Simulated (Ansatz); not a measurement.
Geometry optimisation, Ansatz, RHF/def2-SVP.

Input:

```yaml
crystal:
  periodic: [false, false, false]
  atoms:
    - { symbol: B, position_ang: [0.0, 0.0, 0.0] }
    - { symbol: F, position_ang: [0.0, 0.0, 1.67] }
    - { symbol: Cl, position_ang: [1.6108, 0.0, -0.93] }
    - { symbol: Cl, position_ang: [-1.6108, 0.0, -0.93] }
    - { symbol: "N", position_ang: [0.0773, -1.7539, 0.5833] }
    - { symbol: H, position_ang: [-0.441, -2.5119, 0.0539] }
    - { symbol: H, position_ang: [0.64, -2.0009, 1.4471] }
    - { symbol: H, position_ang: [0.0473, -1.0728, 1.5337] }
basis:
  gaussian: { orbitals: def2-SVP }
hamiltonian:
  xc: hf
relax:
  f_tol: 0.15
  max_steps: 25
  restrain:
    - { distance: [0, 4], at: 1.55, k: 30.0 }
    - { distance: [7, 1], at: 0.92, k: 30.0 }
    - { distance: [0, 1], at: 2.52, k: 30.0 }
    - { distance: [7, 4], at: 2.26, k: 30.0 }
output:
  orbitals: {}
```

Run as:

```bash
$ ansatz run input.yaml --threads 1 --pin off --max-ram 2048MiB --backend cpu --events-out ev --progress --plain --runs-dir out
```

Q: Where does it end, and by what steps?

A: It converged. The restraints hold the end off the free minimum. After 10 steps the energy has fallen by 5.124 eV (the restraints' own energy left out); H7 moved furthest, 1.09 Å. Parted: N5–H8 (1.17 → 2.26 Å).

| step | energy less start (eV) | largest force component (eV/Å) | accepted |
| --- | --- | --- | --- |
| 0 | 0.0000 | 6.322 | yes |
| 1 | -1.4078 | 6.368 | yes |
| 2 | -2.5925 | 5.916 | yes |
| 3 | -3.8238 | 3.771 | yes |
| 4 | -4.5737 | 2.154 | yes |
| 5 | -4.7930 | 2.881 | yes |
| 6 | -4.9569 | 2.526 | yes |
| 7 | -5.0981 | 2.273 | yes |
| 8 | -5.0996 | 2.396 | yes |
| 9 | -5.1169 | 2.337 | yes |
| 10 | -5.1242 | 2.237 | yes |

```xyz
8
Properties=species:S:1:pos:R:3
B 0.086 -0.616 -0.316
F -0.190 0.386 1.995
Cl 1.603 0.214 -0.662
Cl -1.447 0.002 -0.932
N 0.114 -1.911 0.380
H -0.686 -2.510 0.341
H 0.984 -2.393 0.491
H -0.141 -0.512 2.131
```

Time of the run: 27 s on 1 thread of Arm Neoverse V2, on a shared host, peak memory 0.18 GiB.
